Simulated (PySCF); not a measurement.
Isomers of C4H16Si4, one GFN2-xTB conformer each. Single-point energies are computed at PBE0/pcSseg-1 (PySCF, gas phase, no added dispersion term), electronic only.

```json
{"SMILES": "[SiH3][SiH2][Si@H]([SiH3])C1CCC1", "GFN2-xTB relative energy (kcal/mol)": "0.0"}
{"SMILES": "[SiH3][Si]([SiH3])([SiH3])C1CCC1", "GFN2-xTB relative energy (kcal/mol)": "0.7"}
```

Conformers: `[SiH3:1][SiH2:2][Si@H:3]([SiH3:4])[CH:5]1[CH2:6][CH2:7][CH2:8]1` with Si1–Si2–Si3–Si4 -172°, Si2–Si3–C5–C6 -48°, Si3–C5–C6–C7 107°, C5–C6–C7–C8 10°, C6–C7–C8–C5 -10°, Si3–C5–C8–C7 -108°; `[SiH3:1][Si:2]([SiH3:3])([SiH3:4])[CH:5]1[CH2:6][CH2:7][CH2:8]1` with Si2–C5–C6–C7 -107°, C5–C6–C7–C8 -11°, C6–C7–C8–C5 11°, Si2–C5–C8–C7 107°.

Problem. What does PBE0/pcSseg-1 give for the same structures?

Solution. 
```tsv
SMILES	PBE0/pcSseg-1 E (Eh)	PBE0/pcSseg-1 (kcal/mol)	GFN2-xTB (kcal/mol)	point group
[SiH3][Si]([SiH3])([SiH3])C1CCC1	-1319.23532	0.0	0.7	Cs
[SiH3][SiH2][Si@H]([SiH3])C1CCC1	-1319.23300	1.5	0.0	C1
```

GFN2-xTB puts [SiH3][SiH2][Si@H]([SiH3])C1CCC1 lowest instead. Neighbours under 2.5 kcal/mol apart ([SiH3][Si]([SiH3])([SiH3])C1CCC1 and [SiH3][SiH2][Si@H]([SiH3])C1CCC1) can change places with a better method, another conformer or zero-point energy.

Problem. Which frontier levels, dipoles and rotational constants go with these structures?

Solution. 
```csv
SMILES,"HOMO (eV, PBE0/pcSseg-1)",LUMO (eV),dipole (D),"A, B, C (MHz)"
[SiH3][Si]([SiH3])([SiH3])C1CCC1,-7.79,-0.57,1.25,"964.9, 722.0, 663.3"
[SiH3][SiH2][Si@H]([SiH3])C1CCC1,-7.78,-0.83,0.99,"1125, 672.5, 478.1"
```
